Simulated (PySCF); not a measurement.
YF₂, SMILES [F][Y+][F], charge +1. Coordinates come from a PBE-D3(BJ)/def2-TZVP optimisation. The multiplicity is an assumed one; other spin states were not compared. The isomer is the one that the SMILES or the coordinates give; other isomers of the formula were not compared. The def2 effective core potentials stand for the cores of Y; spin–orbit coupling is left out.

Method: PBE-D3(BJ)/def2-TZVP (PySCF).

Harmonic wavenumbers (cm⁻¹): 151, 662, 672. Rotational constants (GHz): 15.49, 5.418, 4.014; symmetry number 2.

Problem. Work out the zero-point energy and the ideal-gas rigid-rotor harmonic-oscillator thermochemistry at 298.15 K and 1 atm.

Solution. ZPE = ½ Σ hcν = ½ × 1485 cm⁻¹ = 8.88 kJ/mol. H − E(el) = 21.15 kJ/mol. Entropy in J/(mol K): translation 169.15, rotation 96.21, vibration 14.04, total 279.39. G − E(el) = -62.15 kJ/mol. Cp = 48.69 J/(mol K).
